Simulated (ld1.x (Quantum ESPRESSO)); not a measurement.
Pseudopotential generation for Ni: RRKJ, PBE, scalar-relativistic.

ld1.x (Quantum ESPRESSO) 7.5 input, shortened:

```
&input
   title='Ni', zed=28., rel=1, dft='PBE', iswitch=3,
   config='[Ar] 3d8 4s1 4p0 4f-2'
 /
 &inputp
   pseudotype=2, tm=.false., lloc=0,
   nlcc=.true., rcore=0.80
 /
4
4P  2  1   0.00   0.00  1.95  1.95  0.0
3D  3  2   8.00   0.00  0.90  0.90  0.0
4F  4  3  -2.00   0.35  1.50  1.50  0.0
4S  1  0   1.00   0.00  1.90  1.90  0.0
 &test
   configts(1)='3d8 4s1 4p0'
 /
```

All-electron outer shells of the reference configuration (PBE, scalar-relativistic, ld1.x):

```csv
shell,level (eV),outermost node (bohr),outermost maximum (bohr)
3p,-80.51,0.27,0.65
3d,-17.92,–,0.63
4s,-13.18,0.92,2.13
4p,-7.58,0.99,2.70
```

What the tests gave:

```json
{
  "Cutoffs needed": "200 Ry and 300 Ry (the cutoffs (Ry, on a coarse ladder) from which the occupation-weighted sum of valence levels, in a spherical-Bessel basis at the reference potential, stays within 10 and 1 mRy of its value at 400 Ry)",
  "Ghost test": "no extra level below or beside the all-electron valence levels (p, d, f, s tested) (spherical-Bessel basis up to 400 Ry, 20 bohr box)",
  "Largest excitation error": "-2563 meV (all-electron minus pseudo) for 3d6 4s0 4p0, out of 7 test configurations"
}
```

Generation and tests took about 1.2 s on one core of a shared server CPU.
